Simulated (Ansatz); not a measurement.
Two isomers of BFH7NSi2: A = `B[SiH2]N[SiH2]F`, B = `B[SiH](F)[SiH2]N`.

Computed with Ansatz on PBE0-D4/def2-TZVP structures; ΔE is electronic, products minus reactants. CCSD(T)/CBS is the MP2 limit (def2-TZVPP, def2-QZVPP) plus CCSD(T) − MP2 in def2-TZVPP, frozen cores. DFT in def2-TZVPP. B3LYP here is the variant with VWN-RPA as its local correlation; programs differ in this. Each species was taken in one conformer, which may not be the lowest.

Q: Which isomer does CCSD(T)/CBS put lower? Give the gap. (An estimate is asked.)

A: Computed: A, by 20.5 kcal/mol.

Q: Give E(B) − E(A) in kcal/mol with CCSD/def2-TZVPP, r2SCAN-D4, MP2/def2-TZVPP, B2PLYP, B3LYP-D4, ωB97M-V, PBE0-D4. (Estimate.)

A: Computed: CCSD/def2-TZVPP 20.6, r2SCAN-D4 18.9, MP2/def2-TZVPP 23.0, B2PLYP 19.8, B3LYP-D4 18.5, ωB97M-V 21.8, PBE0-D4 16.9. None reverses the order clearly.

Largest T1 diagnostic: 0.013.

The D4 term adds +1.3 kcal/mol with B3LYP and +0.6 kcal/mol with PBE0; it sums over pairs of atoms, weighted by their polarisabilities, and B3LYP, whose exchange is more repulsive, gets the larger term. From PBE to PBE0 (25 % exact exchange), in def2-TZVPP and without D4, E(B) − E(A) moves by +2.0 kcal/mol.
